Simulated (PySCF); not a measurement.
Computed shifts of a molecule C₂H₈ClNSi₂, PBE/pcSseg-1 (PySCF), GIAO, gas phase, atoms alike by connectivity averaged where their shifts nearly agree, in ppm (number of nuclei): ¹³C: 215.8 (1), 1.1 (1). ²⁹Si: -9.0 (1), -37.7 (1). ¹⁵N: 470.4 (1). ¹H: 10.49 (1), 5.44 (1), 5.24 (3), 0.84 (3). References: ¹³C against TMS (σ = 182.0 ppm); ²⁹Si against TMS (σ = 335.4 ppm); ³⁵Cl against HCl (σ = 936.5 ppm); ¹⁵N against NH3 (σ = 267.0 ppm); ¹H against TMS (σ = 31.49 ppm), references at their B3LYP-D3(BJ)/def2-TZVP geometries, non-relativistic (without spin–orbit terms, shifts of atoms bonded to Cl or Br come out too high). Coordinates come from a ωB97X-D3(BJ)/def2-SVP optimisation. One conformer was computed; it need not be the lowest.

**Question.** Pick the molecule that these values belong to.
A) C[Si@H](Cl)/C=N/[SiH3]
B) [SiH3][C@H]1NC[Si@@H]1Cl
C) C/N=C(\[SiH3])[SiH2]Cl
D) C[Si@H](Cl)/N=C\[SiH3]

**Answer.** A, C[Si@H](Cl)/C=N/[SiH3]
